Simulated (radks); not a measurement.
Problem. These are the eigenvalues of the occupied orbitals of an atom or ion with whole-number occupations (hartree). All-electron calculation, scalar-relativistic Kohn-Sham, r2SCAN, spin-polarised, spherical densities, finite nucleus; meta-GGA in the generalised Kohn-Sham scheme; Fermi nuclear charge, rms radius of each element as measured or else 0.836 A^(1/3) + 0.57 fm. Program: a radial shooting solver on a logarithmic mesh with Libxc functionals.

| orbital | eigenvalue |
|---|---|
| 1s up | -2111.560 |
| 1s down | -2111.560 |
| 2s up | -356.0188 |
| 2s down | -356.0187 |
| 2p up | -314.8335 |
| 2p down | -314.8333 |
| 3s up | -80.50605 |
| 3s down | -80.46514 |
| 3p up | -67.91425 |
| 3p down | -67.87330 |
| 3d up | -52.13685 |
| 3d down | -52.10542 |
| 4s up | -16.50186 |
| 4s down | -16.41505 |
| 4p up | -12.34218 |
| 4p down | -12.25597 |
| 4d up | -6.74527 |
| 4d down | -6.65931 |
| 5s up | -2.50622 |
| 5s down | -2.46785 |
| 5p up | -1.54084 |
| 5p down | -1.51576 |
| 4f up | -0.66463 |
| 4f down | -0.58938 |

Which element is it, and in what charge state? The configuration may be excited. Open shells, if any, are filled with parallel spins first.

Solution. Z = 68, erbium, charge +2: Er2+ in [Xe] 4f12. The list shows which subshells hold electrons but not how many an open one holds; the 1s level, -2111.6 hartree, gives Z - s = 65.0 by -(Z - s)^2/2, which with screening and relativity narrows Z to a few neighbours, and the depths of the outer levels then fix element, charge and occupations together.
